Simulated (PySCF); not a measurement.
Bonds (- single, = double, # triple, : aromatic): C1=N2, N2-Si3, Si3-Cl4, Si3-C5, C5#C6, C6-C7, Si3-C8, C8#C9, C9-C10. C1 carries H11, H12; C7 carries H13, H14, H15; C10 carries H16, H17, H18. H11 is cis to Si3; H12 is trans to Si3.

Averaged over atoms made equivalent by symmetry, fast rotation or ring inversion, no solvent, a single conformation, non-relativistic. Shieldings: GIAO PBE0/pcSseg-1; GFN2-xTB geometry; PySCF 2.14.

δ = σ(ref) − σ, references computed at the same level: 13C, 1H, 29Si against TMS; NH3 for 15N; HCl for 35Cl.

```json
{"atoms": "H12", "nucleus": "1H", "count": "1", "Hirshfeld charge": "0.05", "δ (ppm)": "8.58"}
{"atoms": "Cl4", "nucleus": "35Cl", "count": "1", "Hirshfeld charge": "-0.12", "δ (ppm)": "65"}
{"atoms": "C5/C8", "nucleus": "13C", "count": "2", "Hirshfeld charge": "-0.19", "δ (ppm)": "?"}
{"atoms": "C7/C10", "nucleus": "13C", "count": "2", "Hirshfeld charge": "-0.09", "δ (ppm)": "?"}
{"atoms": "H11", "nucleus": "1H", "count": "1", "Hirshfeld charge": "0.04", "δ (ppm)": "8.62"}
{"atoms": "C1", "nucleus": "13C", "count": "1", "Hirshfeld charge": "0.04", "δ (ppm)": "171.2"}
{"atoms": "H13/H14/H15/H16/H17/H18", "nucleus": "1H", "count": "6", "Hirshfeld charge": "0.07", "δ (ppm)": "2.08"}
{"atoms": "Si3", "nucleus": "29Si", "count": "1", "Hirshfeld charge": "0.41", "δ (ppm)": "?"}
{"atoms": "C6/C9", "nucleus": "13C", "count": "2", "Hirshfeld charge": "-0.01", "δ (ppm)": "111.3"}
{"atoms": "N2", "nucleus": "15N", "count": "1", "Hirshfeld charge": "-0.23", "δ (ppm)": "424.5"}
```

**Question.** Estimate the values marked ?.

**Answer.** 
- C5/C8: 84.4 ppm, alkyne carbon; the triple bond shields along its axis, which puts it between sp3 and sp2 carbons
- C7/C10: 5.7 ppm, propargylic methyl carbon; saturated and bonded to C and H only
- Si3: -57.1 ppm, silicon bonded to 2 C, Cl, N

Shifts are as computed. Against solution values, carbons near 30 ppm lie about +3 ppm off and those near 130 ppm about +5 ppm. Of 1309 compounds with measured shifts, 239 miss one by over three times the rms of a fit or turn the order of signals round; such compounds aren't used in these exercises. Experimental scales use liquid or dissolved standards, which lie at an offset from isolated NH3 (liquid NH3: subtract about 20 ppm). Unscaled 15N shifts of sp2 nitrogen come out 20 to 40 ppm too high even then.
